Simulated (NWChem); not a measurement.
Species: SiH3Cl; SMILES [SiH3]Cl

All runs: NWChem. Pople sets run with spherical d functions. All runs use the structure optimised with PBE-D3(BJ)/def2-SVP. Level B3LYP/6-31G*: single points from the atomic guess with DIIS by default; each run changes one setting, and all converged runs end within 0.3 mHa of each other.

| setting | SCF iterations |
|---|---|
| defaults | 6 |
| occupation smearing of 0.005 Ha | 6 |
| core-Hamiltonian guess | 10 |
| 70 % damping for 30 cycles | 27 |
| level shift of 0.5 Ha throughout | 11 |
| no DIIS, 40 % damping | 13 |
